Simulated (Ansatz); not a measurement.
ClGeH6NSi (`N[SiH2][GeH2][Cl]`). Charge 0, multiplicity 1.

```xyz
10

N    -1.480   -0.840   -0.775
Si    0.018   -1.017    0.045
Ge    0.990    1.088    0.646
Cl    0.780    2.255   -1.189
H    -2.316   -0.690   -0.232
H    -1.504   -0.286   -1.618
H     1.001   -1.690   -0.842
H    -0.215   -1.826    1.270
H     0.233    1.895    1.717
H     2.494    1.111    0.977
```

List the harmonic frequencies (cm⁻¹, unscaled) at PBE0-D4/def2-TZVP in Ansatz. (Best estimate.)

The calculation gave: 46, 78, 162, 179, 336, 371, 405, 456, 494, 631, 688, 728, 836, 850, 878, 917, 924, 1585, 2130, 2141, 2220, 2232, 3591, 3683.

Is this a minimum?

Yes, all 24 modes are real.

Give the ideal-gas thermochemistry at 298.15 K and 1 bar (rigid rotor, harmonic oscillator; point group C1, symmetry number 1).

Zero-point energy 158.9 kJ/mol; H(298) − E = 181.9 kJ/mol; entropy 374.4 J/(mol·K), of which translation 171.9, rotation 117.8, vibration 84.7; G(298) − E = 70.3 kJ/mol. Modes under 100 cm⁻¹ are hindered rotations or soft bends, so the harmonic entropy is rough.

And at 400, 500, 600, 800 and 1000 K?


| T (K) | H − E (kJ/mol) | S (J/mol/K) | G − E (kJ/mol) |
| --- | --- | --- | --- |
| 400 | 195.0 | 411.8 | 30.2 |
| 500 | 209.4 | 443.9 | -12.6 |
| 600 | 225.0 | 472.4 | -58.4 |
| 800 | 259.1 | 521.3 | -158.0 |
| 1000 | 295.9 | 562.3 | -266.4 |
